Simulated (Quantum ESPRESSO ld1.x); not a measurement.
Task: These are the eigenvalues of the occupied orbitals of an atom or ion with whole-number occupations (eV). Method: non-relativistic Kohn-Sham, LDA (Slater exchange, Perdew-Zunger correlation), spin-polarised, spherical densities, point nucleus; computed with ld1.x of Quantum ESPRESSO 7.5.

1s down: -56767.4
1s up: -56767.4
2s up: -9255.20
2s down: -9255.13
2p up: -8852.18
2p down: -8852.13
3s up: -2114.26
3s down: -2113.02
3p up: -1929.70
3p down: -1928.56
3d up: -1584.54
3d down: -1583.70
4s up: -448.568
4s down: -446.672
4p up: -373.464
4p down: -371.587
4d up: -237.465
4d down: -235.625
5s up: -93.5158
5s down: -92.8704
5p up: -72.0486
5p down: -71.5291
4f up: -64.3594
4f down: -62.6566

Which element is it, and in what charge state? The configuration may be excited. Open shells, if any, are filled with parallel spins first.

Result: Z = 70, ytterbium, charge +4: Yb4+ in [Xe] 4f12. The list shows which subshells hold electrons but not how many an open one holds; the 1s level, -2086.2 hartree, gives Z - s = 64.6 by -(Z - s)^2/2, which with screening narrows Z to a few neighbours, and the depths of the outer levels then fix element, charge and occupations together.
